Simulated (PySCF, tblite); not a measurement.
Be2+ and 2 × ammonia

A gas-phase complex of Be2+ and 2 × ammonia; charge +2, singlet. The structure comes from a short search (6 tight-binding starts) and was relaxed by PBE0-D3(BJ)/def2-TZVPD; another way of binding may lie lower. Frequencies by PBE0-D3(BJ)/def2-TZVPD show no clear imaginary mode.

```tsv
part	name	SMILES	atoms	charge	multiplicity
1	Be2+	[Be+2]	1	+2	1
2	ammonia	N	2–5	0	1
3	ammonia	N	6–9	0	1
```

```xyz
9

Be    0.120    0.494   -0.948
N    -0.872   -0.517   -1.759
H    -1.873   -0.327   -1.603
H    -0.750   -0.479   -2.782
H    -0.746   -1.509   -1.511
N     1.115    1.506   -0.142
H     0.828    1.675    0.834
H     2.086    1.167   -0.079
H     1.186    2.443   -0.566
```
Atom numbers follow the order of the file, from 1.

Contacts between parts, classed by geometry: Be1···N2 1.632 Å (bond); Be1···N6 1.632 Å (bond).

The parts are joined by the bonds Be1–N2 and Be1–N6, so these are energies of forming such bonds; deforming the relaxed parts to their shape in the adduct costs 1.0 kcal/mol, which the interaction energies leave out.

Interaction energies are complex less parts, with the parts frozen as they stand in it; counterpoise-corrected, in kcal/mol (PySCF).

Task: How strongly do the parts interact, level by level?

Result: 
| level | interaction | superposition error removed |
| --- | --- | --- |
| wB97M-D3(BJ)/def2-TZVPD | -305.39 | -0.52 |
| PBE0-D3(BJ)/def2-TZVPD | -309.23 | -0.46 |

Task: What holds them together? Decompose the wB97M-D3(BJ)/def2-TZVPD energy: frozen parts, their antisymmetrised product, then relaxation.

Result: electrostatic -210.7, Pauli repulsion +89.8, orbital relaxation -182.5, dispersion correction -2.4 kcal/mol, which sum to the value before the counterpoise correction; the Pauli term holds the exchange-correlation of the frozen density too. Of the attraction, 53 % is electrostatic, 46 % is orbital relaxation, 1 % is dispersion correction.

Task: Are the pair energies additive?

Result: The pairs sum to -337.91 kcal/mol (1–2 -171.2, 1–3 -171.2, 2–3 4.6); the rest of +32.52 is a many-body weakening.

The parts were also relaxed and run alone, at the levels used for the complex: shieldings by PBE0/pcSseg-2; core levels by delta-SCF with SCAN, pcX-2 on the ionised atom and pcseg-1 elsewhere, spin-free X2C.

Task: What does binding change?

Result: 
```
              property   alone  in the complex  change
shielding of Be1 (ppm)   130.4            96.6   -33.8
 shielding of N2 (ppm)   263.7           245.7   -18.0
 shielding of N6 (ppm)   263.7           245.7   -18.0
 N2 1s core level (eV)  405.54          419.41  +13.87
```

Task: What are the binding energy from relaxed parts (wB97M-D3(BJ)/def2-TZVPD), and ΔH and ΔG of association at 298.15 K and 1 atm?

Result: -304.42 kcal/mol, -297.54 with zero-point energy; ΔH -299.8 and ΔG -282.4 kcal/mol, from harmonic vibrations by PBE0-D3(BJ)/def2-TZVPD with low modes damped.

Multiply charged ions in the gas phase bind far more strongly than in solution.

The 6 runs behind this took 9.2 min in all, one thread each of Arm Neoverse N1 on a shared host, launched as `OMP_NUM_THREADS=1 python cluster_run.py task.json out`.
